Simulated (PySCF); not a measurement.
Two-dimensional NMR puzzle

Compound of formula C₅H₇FSi. Correlations simulated from computed shifts and the bond graph:

HSQC (one-bond C–H):
```tsv
δH	δC
6.97	150.8
6.44	142.8
5.07	101.9
0.36	-5.9
```

COSY cross peaks (H two or three bonds apart, from the bond graph; peaks can be absent where the dihedral angle is near 90°):
```tsv
δH	δH
6.97	6.44
6.44	4.86
5.07	4.86
4.86	0.36
```

HMBC (two and three bonds, from the bond graph):
```tsv
δH	δC
6.97	180.8, 142.8, 101.9
6.44	180.8, 150.8, 101.9, -5.9
5.07	180.8, 150.8, 142.8, -5.9
4.86	180.8, 150.8, 142.8, 101.9, -5.9
0.36	142.8, 101.9
```

Carbons without hydrogens: δ 180.8.

Level of theory: GIAO PBE0/pcSseg-1 shieldings, GFN2-xTB geometry, in PySCF 2.14.0 with density-fitted response routines (no solvent model, single conformer, one averaged value for each set of equivalent atoms, relativity neglected).

Chemical shifts δ = σref − σ; 1H, 13C against TMS, all at this level.

Exchangeable hydrogens are left out of these lists.

Assemble the structure.

Answers

`C[Si@H]1C=CC(F)=C1`.

Atom-mapped SMILES (the numbers label the heavy atoms): `[CH3:1][Si@H:2]1[CH:3]=[CH:4][C:5]([F:6])=[CH:7]1` (H(Xn): hydrogen on atom n).

- δC 180.8 is C5, a fully substituted alkene carbon.
- δC 150.8 is C4, an alkene CH (δH 6.97).
- δC 142.8 is C3, an alkene CH (δH 6.44).
- δC 101.9 is C7, an alkene CH (δH 5.07).
- δC -5.9 is C1, a methyl carbon bonded to Si (δH 0.36).
- HMBC from δH 6.97 reaches the proton-free carbon C5.
- HMBC from δH 6.44 reaches the proton-free carbon C5.
- HMBC from δH 5.07 reaches the proton-free carbon C5.
- HMBC from δH 4.86 reaches the proton-free carbon C5.
- COSY links 6.97–6.44, 6.44–4.86, 5.07–4.86, 4.86–0.36.

This is the structure that produced the data.

Shifts are as computed. Against solution values, carbons near 30 ppm lie about +3 ppm off and those near 130 ppm about +5 ppm. Of 1211 compounds with measured shifts, 218 miss one by over three times the rms of a fit or turn the order of signals round; such compounds aren't used in these exercises.
